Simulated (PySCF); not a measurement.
A TDDFT job, as run on `Fc1ccccc1[SeH]`.

Computed with TDDFT B3LYP/def2-SVPD, vertical, gas phase, core orbitals frozen in the response (PySCF).

Input of the driver that calls PySCF (job settings, then Cartesian coordinates in Å):

```
{"job": {"kind": "uv", "xc": "B3LYP", "basis": "def2-SVPD", "nstates": 8, "ntriplets": 3}, "charge": 0, "multiplicity": 1}
F      1.3252     2.0638     0.0719
C      0.4873     1.0008     0.0439
C     -0.8729     1.2121     0.1353
C     -1.7273     0.1227     0.1011
C     -1.2122    -1.1573    -0.0221
C      0.1531    -1.3558    -0.1097
C      1.0253    -0.2741    -0.0774
Se     2.9080    -0.5700    -0.2001
H     -1.2443     2.2203     0.2311
H     -2.7928     0.2751     0.1712
H     -1.8765    -2.0072    -0.0498
H      0.5581    -2.3537    -0.2058
H      3.2645     0.8239    -0.1073
```

Output:

```
coarse grid: 56072 points
cycle   1  E = -2732.4976325766  dE =  4.227e-01  |g| = 5.131e-01  |ddm| = 1.153e+01
cycle   2  E = -2732.4421090143  dE =  5.552e-02  |g| = 7.191e-01  |ddm| = 2.804e+00
cycle   3  E = -2732.5482127691  dE = -1.061e-01  |g| = 1.191e-01  |ddm| = 1.462e+00
cycle   4  E = -2732.5515421252  dE = -3.329e-03  |g| = 5.016e-02  |ddm| = 4.577e-01
cycle   5  E = -2732.5522023452  dE = -6.602e-04  |g| = 1.117e-02  |ddm| = 1.430e-01
cycle   6  E = -2732.5522264491  dE = -2.410e-05  |g| = 5.372e-03  |ddm| = 3.252e-02
cycle   7  E = -2732.5522334381  dE = -6.989e-06  |g| = 1.302e-03  |ddm| = 1.456e-02
final grid: 118792 points
cycle   8  E = -2732.5522293040  dE =  1.130e-06  |g| = 2.419e-03  |ddm| = 1.947e-02
cycle   9  E = -2732.5522243592  dE =  4.945e-06  |g| = 4.747e-03  |ddm| = 1.862e-02
cycle  10  E = -2732.5522310274  dE = -6.668e-06  |g| = 2.984e-04  |ddm| = 1.211e-02
cycle  11  E = -2732.5522310480  dE = -2.053e-08  |g| = 4.655e-05  |ddm| = 5.803e-04
cycle  12  E = -2732.5522310485  dE = -5.289e-10  |g| = 1.726e-05  |ddm| = 1.961e-04
converged SCF energy = -2732.5522310485

Static polarisability (au): isotropic 98.398, principal 62.042 97.698 135.453

Singlet excitations
state   eV       nm        f      main configurations
  1   4.6599    266.1   0.04712   H->L 0.73, H->L+1 0.18
  2   4.7036    263.6   0.00005   H->L+2 0.96
  3   5.0710    244.5   0.18665   H->L+1 0.68, H->L 0.22, H-1->L 0.08
  4   5.2726    235.1   0.02369   H->L+3 0.98
  5   5.9246    209.3   0.07352   H-1->L 0.56, H-2->L+1 0.16, H->L+1 0.10
  6   6.1029    203.2   0.00499   H-1->L+2 0.91
  7   6.1425    201.8   0.01451   H->L+4 0.86
  8   6.3480    195.3   0.00005   H->L+5 0.96

Triplet excitations (Tamm-Dancoff, eV): 3.8117 4.2175 4.3371
```

The SCF starts on a coarse grid; the energy jumps when the final grid takes over, and dE counts afresh there. The run used 224 basis functions and 12 SCF iterations for the ground state.

Task: What frontier levels and dipole did the ground state of this run have?

Result: HOMO -6.22 eV, LUMO -0.88 eV, dipole 1.49 D.

Isolated species at its GFN2-xTB geometry (one conformer only). The B3LYP/def2-SVPD calculation is non-relativistic and has no spin–orbit coupling, an omission that weighs most on selenium.
